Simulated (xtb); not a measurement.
1-bromo-3-fluoropropa-1,2-diene (C3H2BrF), SMILES FC=C=CBr. All values are semi-empirical tight-binding results from xtb (GFN2-xTB unless named), good for trends rather than for accurate numbers. Coordinates come from a GFN2-xTB optimisation.

Optimised geometry:

Bonded distances (Å): F1–C2 1.342, C2–C3 1.299, C2–H6 1.082, C3–C4 1.292, C4–Br5 1.910, C4–H7 1.078. Bond angles (°): F1–C2–C3 122.8, F1–C2–H6 112.3, C3–C2–H6 124.8, C2–C3–C4 177.7, C3–C4–Br5 122.6, C3–C4–H7 124.8, Br5–C4–H7 112.7.
Charge 0, spin multiplicity 1.

Computed properties:
```json
{
  "orbital_gap": "4.12 eV",
  "zero_point_energy": "23.6 kcal/mol",
  "G − E(el) at 298.15 K (modified RRHO)": "4.3 kcal/mol",
  "static polarisability (D4 model)": "56.2 bohr³",
  "solvation energy, GFN2-xTB/ALPB(water)": "-2.1 kcal/mol",
  "solvation energy, GFN2-xTB/ALPB(hexane)": "-4.3 kcal/mol"
}
```

Computed atomic charges and the Wiberg bond orders between heavy atoms:
charges (e) F1 -0.20, C2 0.13, C3 -0.03, C4 0.05, Br5 -0.13, H6 0.08, H7 0.09. Bond orders F1–C2 0.97, C2–C3 1.86, C3–C4 1.95, C4–Br5 0.98.
